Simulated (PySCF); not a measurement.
Computed shifts of a molecule CH7FOSi2, PySCF with PBE/pcSseg-1, GIAO, gas phase, atoms alike by connectivity averaged where their shifts nearly agree, in ppm (number of nuclei): ¹³C: 60.4 (1). ²⁹Si: 10.7 (1), -116.9 (1). ¹⁹F: -176.3 (1). ¹H: 6.02 (1), 4.26 (3), 3.61 (3). References: ¹³C against TMS (σ = 182.0 ppm); ¹⁷O against H2O (σ = 334.3 ppm); ²⁹Si against TMS (σ = 335.4 ppm); ¹⁹F against CFCl3 (σ = 133.6 ppm); ¹H against TMS (σ = 31.49 ppm), references at their B3LYP-D3(BJ)/def2-TZVP geometries, non-relativistic. The structure is a stationary point at B3LYP-D3(BJ)/def2-SVP. One conformer was computed; it need not be the lowest.

**Question.** Which molecule gave these data?
A. CO[Si@@H](F)[SiH3]
B. O[SiH2]C[SiH2]F
C. OC[SiH2][SiH2]F
D. C[SiH2]O[SiH2]F

**Answer.** A, CO[Si@@H](F)[SiH3]
